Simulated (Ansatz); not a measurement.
Species: GeO₃, charge 0, multiplicity 1. SMILES: [O]=[Ge]1[O][O]1
Geometry: optimised at B3LYP-D3(BJ)/def2-TZVP (Ansatz, a first-principles code).

Parts of the frozen-core correlation energy in STO-3G (Ansatz, hartree). Frozen orbitals: 17; correlated occupied orbitals by spin: 11 and 11; virtual: 5 and 5. Spin-orbit coupling is left out. No relativistic terms. The restricted reference is unstable.

```json
[
 {"term": "reference (HF)", "value": "-2273.09081"},
 {"term": "MP2 opposite-spin", "value": "-0.19308"},
 {"term": "MP2 same-spin", "value": "-0.05792"},
 {"term": "CCSD correlation", "value": "-0.26799"},
 {"term": "(T)", "value": "-0.02575"},
 {"term": "FCI minus CCSD(T)", "value": "-0.00293"},
 {"term": "T1 diagnostic", "value": "0.035"},
 {"term": "largest doubles amplitude", "value": "0.137"}
]
```
